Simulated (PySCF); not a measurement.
**Frontier levels across methods**

Species: C4H6BCl.
Geometry (PBE0-D3(BJ)/def2-SVP, Å), atoms numbered from 1 in this order:
```
atom  x, y, z in Å
B1     0.3878    1.3129   -0.1076
C2    -0.3352   -0.0358   -0.5198
C3     0.9847   -0.6089   -0.3177
C4     2.1571   -0.8103   -0.0555
C5    -1.3999   -0.5884    0.4078
Cl6   -2.8748    0.4143    0.3111
H7     0.9103    1.9907   -0.9558
H8     0.4065    1.6180    1.0598
H9    -0.6361   -0.0905   -1.5761
H10    3.1859   -1.0434    0.1507
H11   -1.6903   -1.6145    0.1434
H12   -1.0561   -0.5728    1.4506
```

Basis pcSseg-1 throughout (PySCF), one geometry. Geometry: PBE0-D3(BJ)/def2-SVP, one conformer, isolated molecule.

Task: How do the orbital energies, the gap and the dipole change with the method?

Result: 
```json
{"method": "BLYP", "kind": "GGA", "HOMO (eV)": "-6.89", "LUMO (eV)": "-2.07", "gap (eV)": "4.82", "μ (D)": "2.47", "SCF cycles": "14"}
{"method": "OPBE", "kind": "GGA", "HOMO (eV)": "-7.02", "LUMO (eV)": "-2.16", "gap (eV)": "4.86", "μ (D)": "2.55", "SCF cycles": "15"}
{"method": "B97-D", "kind": "GGA", "HOMO (eV)": "-7.03", "LUMO (eV)": "-2.06", "gap (eV)": "4.97", "μ (D)": "2.49", "SCF cycles": "15"}
{"method": "PBE", "kind": "GGA", "HOMO (eV)": "-7.04", "LUMO (eV)": "-2.28", "gap (eV)": "4.76", "μ (D)": "2.52", "SCF cycles": "15"}
{"method": "KT3", "kind": "GGA", "HOMO (eV)": "-7.11", "LUMO (eV)": "-2.16", "gap (eV)": "4.95", "μ (D)": "2.49", "SCF cycles": "15"}
{"method": "KT2", "kind": "GGA", "HOMO (eV)": "-7.12", "LUMO (eV)": "-2.26", "gap (eV)": "4.86", "μ (D)": "2.54", "SCF cycles": "15"}
{"method": "LDA", "kind": "LDA", "HOMO (eV)": "-7.16", "LUMO (eV)": "-2.56", "gap (eV)": "4.59", "μ (D)": "2.59", "SCF cycles": "14"}
{"method": "BP86", "kind": "GGA", "HOMO (eV)": "-7.16", "LUMO (eV)": "-2.35", "gap (eV)": "4.81", "μ (D)": "2.53", "SCF cycles": "14"}
{"method": "B97-2", "kind": "global hybrid", "HOMO (eV)": "-8.02", "LUMO (eV)": "-1.27", "gap (eV)": "6.74", "μ (D)": "2.54", "SCF cycles": "14"}
{"method": "B3LYP", "kind": "global hybrid", "HOMO (eV)": "-8.04", "LUMO (eV)": "-1.45", "gap (eV)": "6.59", "μ (D)": "2.51", "SCF cycles": "14"}
{"method": "PBE0", "kind": "global hybrid", "HOMO (eV)": "-8.27", "LUMO (eV)": "-1.29", "gap (eV)": "6.99", "μ (D)": "2.57", "SCF cycles": "14"}
{"method": "mPW1PW91", "kind": "global hybrid", "HOMO (eV)": "-8.30", "LUMO (eV)": "-1.28", "gap (eV)": "7.02", "μ (D)": "2.56", "SCF cycles": "14"}
{"method": "BHandHLYP", "kind": "global hybrid", "HOMO (eV)": "-9.28", "LUMO (eV)": "-0.12", "gap (eV)": "9.17", "μ (D)": "2.55", "SCF cycles": "13"}
{"method": "CAM-B3LYP", "kind": "range-separated hybrid", "HOMO (eV)": "-9.57", "LUMO (eV)": "-0.11", "gap (eV)": "9.46", "μ (D)": "2.52", "SCF cycles": "14"}
{"method": "wB97X-D", "kind": "range-separated hybrid", "HOMO (eV)": "-10.11", "LUMO (eV)": "0.58", "gap (eV)": "10.68", "μ (D)": "2.55", "SCF cycles": "14"}
{"method": "HF", "kind": "Hartree–Fock", "HOMO (eV)": "-10.83", "LUMO (eV)": "2.59", "gap (eV)": "13.43", "μ (D)": "2.61", "SCF cycles": "12"}
{"method": "LC-wPBE", "kind": "range-separated hybrid", "HOMO (eV)": "-10.94", "LUMO (eV)": "1.00", "gap (eV)": "11.94", "μ (D)": "2.55", "SCF cycles": "14"}
```

The HOMO spans 4.05 eV, from BLYP down to LC-wPBE, and the gap runs from 4.59 eV (LDA) to 13.43 eV (HF). Over the methods BLYP (0 %), OPBE (0 %), B97-D (0 %), PBE (0 %), KT3 (0 %), KT2 (0 %), LDA (0 %), BP86 (0 %), B97-2 (21 %), B3LYP (20 %), PBE0 (25 %), mPW1PW91 (25 %), BHandHLYP (50 %), HF (100 %), a straight line through the gap against the share of exact exchange rises by 0.86 eV for each 10 % (correlation coefficient 0.999). The dipole ranges from 2.47 D (BLYP) to 2.61 D (HF). This basis has no diffuse functions.
